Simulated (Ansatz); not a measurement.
CH3BBr2O (`COB(Br)Br`), relaxed with RKS PBE-D4/def2-SVP in the Gaussian-basis code of Ansatz from a rough embedded geometry. The force threshold is 0.03 eV/Å; the program also tests the step.

Charge 0, multiplicity 1.

Start:

```xyz
8

C    -0.069   -0.168    1.094
O     0.888    0.186    0.200
B     0.281    0.256   -1.123
Br   -0.408    2.031   -1.850
Br    0.378   -1.302   -2.374
H     0.336   -0.301    2.101
H    -0.924    0.532    1.140
H    -0.481   -1.236    0.813
```

```json
{"step": "1", "energy (eV)": "-143858.6915", "largest force (eV/Å)": "3.388", "largest move (Å)": "0.000"}
{"step": "2", "energy (eV)": "-143859.2104", "largest force (eV/Å)": "1.571", "largest move (Å)": "0.135"}
{"step": "3", "energy (eV)": "-143859.3095", "largest force (eV/Å)": "0.557", "largest move (Å)": "0.059"}
{"step": "4", "energy (eV)": "-143859.3421", "largest force (eV/Å)": "0.230", "largest move (Å)": "0.076"}
{"step": "5", "energy (eV)": "-143859.3884", "largest force (eV/Å)": "0.245", "largest move (Å)": "0.198"}
{"step": "6", "energy (eV)": "-143859.4277", "largest force (eV/Å)": "0.657", "largest move (Å)": "0.200"}
{"step": "7", "energy (eV)": "-143859.4936", "largest force (eV/Å)": "0.846", "largest move (Å)": "0.197"}
{"step": "8", "energy (eV)": "-143859.6090", "largest force (eV/Å)": "0.652", "largest move (Å)": "0.200"}
{"step": "9", "energy (eV)": "-143859.7145", "largest force (eV/Å)": "0.621", "largest move (Å)": "0.199"}
{"step": "10 (rejected)", "energy (eV)": "-143859.6501", "largest force (eV/Å)": "1.326", "largest move (Å)": "0.192"}
{"step": "11", "energy (eV)": "-143859.7377", "largest force (eV/Å)": "0.253", "largest move (Å)": "0.061"}
{"step": "12", "energy (eV)": "-143859.7420", "largest force (eV/Å)": "0.023", "largest move (Å)": "0.022"}
```

End:

```xyz
8

C    -0.154   -0.291    1.141
O     0.045    0.684    0.122
B     0.178    0.476   -1.196
Br    0.431    2.014   -2.325
Br    0.120   -1.291   -1.997
H     0.654   -0.180    1.893
H    -1.128   -0.091    1.630
H    -0.147   -1.321    0.732
```

Hardware: 4 threads of a server CPU on a shared host. Wall time 16 s, peak host memory 0.2 GiB.
